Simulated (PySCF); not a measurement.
Gas-phase reaction: 2 MoO₂(OH)₂ + 2 O ⇌ Mo₂O₆ + 4 OH

Computed with PySCF (xtb for GFN2) and rigid-rotor harmonic-oscillator thermochemistry at 1 bar. † marks an energy on the PBE0/def2-TZVP geometry and frequencies; other levels use their own. MP2 freezes the core. Open shells (unrestricted): O (multiplicity 3, electronic degeneracy 9), OH (multiplicity 2, electronic degeneracy 4); the rest are closed-shell singlets. GFN2 has no spin-polarisation term. Spin-orbit splitting is ignored; it lowers the true energy and changes the entropy of O, OH. B3LYP is the form with VWN-RPA correlation. Mo: scalar-relativistic def2 core potential, no spin-orbit coupling. No R ln 2 is added for the mirror-image form of MoO₂(OH)₂. MP2 isn't extrapolated to the basis-set limit; its ΔH°(298 K) is 249.8 kJ in def2-SVP and 231.8 kJ in def2-TZVPP. The harmonic model lacks anharmonicity and excited electronic states, which grow with temperature; levels with a mode under 35 cm⁻¹ are left out. Soft modes under 120 cm⁻¹ make the harmonic entropy rough for Mo₂O₆. Warning, point group unlike the PBE0 one: MoO₂(OH)₂ (GFN2-xTB).

```
level               ΔE electronic, kJ  ΔH°(298 K), kJ  ΔS°(298 K), J/K  ΔG°(1000 K), kJ
------------------  -----------------  --------------  ---------------  ---------------
B3LYP/def2-TZVP†                  258             237              134              108
BLYP/def2-TZVP†                   243             222              134               93
GFN2-xTB                          149             133              147               -7
HF/def2-TZVP†                     304             283              134              154
M06-2X/def2-TZVP†                 286             265              134              136
MP2/def2-SVP†                     271             250              134              121
MP2/def2-TZVPP†                   253             232              134              103
PBE/def2-TZVP†                    250             229              134              100
PBE0/def2-QZVP†                   253             232              134              103
PBE0/def2-SVP†                    305             284              134              155
ωB97X-V/def2-TZVP†                265             244              134              115
```
ΔH° is lowest at GFN2-xTB and highest at PBE0/def2-SVP†. No reference value is set beside these.
